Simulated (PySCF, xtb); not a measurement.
C4H4F2, SMILES C=C=CC(F)F. Other conformers were not sampled.

Harmonic wavenumbers (cm⁻¹) from GFN2-xTB in xtb at its own minimum, in rising order: 43, 150, 292, 319, 397, 456, 557, 595, 839, 854, 951, 994, 1005, 1069, 1136, 1229, 1256, 1320, 1430, 2097, 2897, 3069, 3085, 3096.

Q: What does PBE-D3(BJ)/def2-SVP run with PySCF give at its own minimum? (The exact figures need the calculation; the answer reports its results.)

A: 62, 159, 300, 340, 413, 492, 590, 614, 823, 850, 947, 1029, 1059, 1087, 1107, 1243, 1319, 1347, 1427, 2031, 2990, 3061, 3086, 3147. Paired by order, the mean absolute difference is 27 cm⁻¹ and the zero-point energies are 41.7 and 42.2 kcal/mol.
